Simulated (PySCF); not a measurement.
C₆ coefficients of unlike pairs at PBE0

Calculated with PySCF 2.14 from the dipole response of each species, C₆(A,B) = (3/π) ∫ α_A(iu) α_B(iu) du, in atomic units, from isotropic polarisabilities. For ions this is the dispersion term alone; charge-induced terms of lower order in 1/R come first.

```tsv
species	configuration	basis	relativity	α (bohr³)	C₆ (like pair)
Li⁺	1s2 (1S)	dyall-acv3z (15s9p3d)	spin-free X2C	0.2023	0.08353
B⁺	[He] 2s2 (1S)	dyall-acv3z (15s9p4d2f)	spin-free X2C	10.76	29.27
I⁻	[Xe] (1S)	aug-cc-pVQZ-PP with one added diffuse shell each of s, p, d, f, g type with ECP28MDF (8s8p6d4f3g)	core potential	73.04	1014
Co⁺	[Ar] 3d8 (3F)	aug-cc-pVTZ (8s7p5d3f2g)	none	8.223	27.54
```

Question: Estimate C₆ for I⁻ with B⁺.

Answer: The integral gives 171.5. The combination rule 2 C_A C_B / (C_A α_B/α_A + C_B α_A/α_B) gives 170.5 and the geometric mean 172.3.

No spin-orbit coupling is included.

The other pairs:

```json
{"pair": "Co⁺, Li⁺", "C₆": "1.325"}
{"pair": "B⁺, Li⁺", "C₆": "1.019"}
{"pair": "Co⁺, B⁺", "C₆": "26.55"}
{"pair": "Co⁺, I⁻", "C₆": "154.5"}
{"pair": "I⁻, Li⁺", "C₆": "5.866"}
```
